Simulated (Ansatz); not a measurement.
Stepwise reaction of `[NH2][Cd][NH2]` with hydrogen chloride, as a gas-phase model of exchange steps in deposition or etching. ΔE in kJ/mol; ΔG adds harmonic PBE0-D4 terms to CCSD(T)/CBS, at 1 bar.

Program: Ansatz. Geometries: PBE0-D4/def2-TZVP. ΔE: electronic, gas phase. CCSD(T)/CBS is the MP2 limit (def2-TZVPP, def2-QZVPP) plus CCSD(T) − MP2 in def2-TZVPP, frozen cores. This one scheme is used for every species. DFT in def2-TZVPP. B3LYP here is the variant with VWN-RPA as its local correlation; programs differ in this. def2 core potentials past Kr. For Cd outer-core shells are correlated without core-valence functions, which leaves a few kJ/mol of doubt a bond. Each species was taken in one conformer, which may not be the lowest.

```
step                                      reaction  PBE-D4  B3LYP-D4  ωB97M-V  CCSD(T)/CBS  ΔG(400 K)
   2  `[NH2][Cd][Cl]` + HCl → `[Cl][Cd][Cl]` + NH₃  -117.1    -125.6   -129.5       -127.7     -111.8
```

(1) Give the row of step 1, `[NH2][Cd][NH2]` + HCl → `[NH2][Cd][Cl]` + NH₃. (An estimate is asked.)

(2) By hand: ΔE of the 2 steps together at CCSD(T)/CBS.

Answers

(1) The calculation gave: 
```csv
step,reaction,PBE-D4,B3LYP-D4,ωB97M-V,CCSD(T)/CBS,ΔG(400 K)
1,`[NH2][Cd][NH2]` + HCl → `[NH2][Cd][Cl]` + NH₃,-127.1,-135.0,-137.7,-135.5,-128.2
```

(2) (-135.5) + (-127.7) = -263.2 kJ/mol, or -131.6 kJ/mol a step.

In ΔE each step is higher than the one before. All are downhill at CCSD(T)/CBS. ΔG lies between -128.2 and -111.8 kJ/mol a step. PBE-D4 differs from CCSD(T)/CBS by 8.4 to 10.6 kJ/mol a step. Isolated molecules leave out the surface, adducts and barriers. Largest T1 diagnostic: 0.014.
